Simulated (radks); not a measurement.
S0.9+, 15.1 electrons, occupied as [Ne] 3s2 3p(up 3, down 0.1) (fractional occupations, a model configuration).

Method: scalar-relativistic Kohn-Sham, PBE, spin-polarised, spherical densities, point nucleus; computed with a radial shooting solver on a logarithmic mesh with Libxc functionals.

Energy parts (hartree):
total: -398.75335
kinetic: 400.30608
electron-nucleus: -945.48901
Hartree: 171.70591
exchange-correlation: -25.27633

Orbitals (lengths in bohr, moments of r in powers of bohr):
orbital,occ.,eigenvalue (hartree),<r^4>
1s up,1,-88.79979,0.0004126
1s down,1,-88.78431,0.0004123
2s up,1,-8.15726,0.1358
2s down,1,-8.14205,0.1350
2p up,3,-6.13222,0.1300
2p down,3,-6.11111,0.1288
3s up,1,-1.01666,15.59
3s down,1,-0.89718,16.73
3p up,3,-0.61797,30.83
3p down,0.1,-0.50493,37.64

The highest occupied level is 3p down at -13.740 eV. Summed over all electrons, <r^2> = 21.30 bohr^2, which gives a Langevin (diamagnetic) susceptibility term of -16.9 x 10^-6 cm^3/mol. Spin moment in Bohr magnetons: 2.9. The density falls to 0.001 e/bohr^3 at r = 3.71 bohr.
